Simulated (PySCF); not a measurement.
Isomers of C11H9F, mass 160.069 u with the commonest isotopes. The calculation used PBE0/pcSseg-1 in PySCF (dipole) on a GFN2-xTB geometry, gas phase. One conformer each, none proved a minimum here; rigid rotors.

Task: Order these by rotational constant B, smallest first.
A. `Fc1cccc2c1[C@@H]1C=C[C@H]2C1`
B. `C=C1C(C)=Cc2ccc(F)cc21`
C. `Fc1ccc2c(c1)[C@@H]1C=C[C@H]2C1`

Result: B (636.6 MHz), C (715.2 MHz), A (964.1 MHz).

Task: Order these by dipole moment, smallest first.
A. `C=C1C(C)=Cc2ccc(F)cc21`
B. `Fc1cccc2c1[C@@H]1C=C[C@H]2C1`
C. `Fc1ccc2c(c1)[C@@H]1C=C[C@H]2C1`

Result: B (1.72 D), C (2.23 D), A (2.39 D).

Task: Order these by out-of-plane moment Σ m c² = (Ia + Ib − Ic)/2, largest first.
A. `FC1=C2C(=CC=C1)[C@H]1C=C[C@@H]2C1`
B. `Fc1ccc2c(c1)[C@@H]1C=C[C@H]2C1`
C. `C=C1C(C)=Cc2ccc(F)cc21`

Result: B (59.49 u·Å²), A (58.85 u·Å²), C (1.57 u·Å²).

```tsv
SMILES	point group	Ia (u·Å²)	Ib (u·Å²)	Ic (u·Å²)	κ	μa (D)	μb (D)	μc (D)
C=C1C(C)=Cc2ccc(F)cc21	Cs	226.85	793.92	1017.64	-0.84	2.38	0.24	0.00
Fc1ccc2c(c1)[C@@H]1C=C[C@H]2C1	C1	216.11	706.62	803.75	-0.90	2.18	0.42	0.20
Fc1cccc2c1[C@@H]1C=C[C@H]2C1	C1	301.39	524.17	707.86	-0.48	1.19	1.24	0.11
```
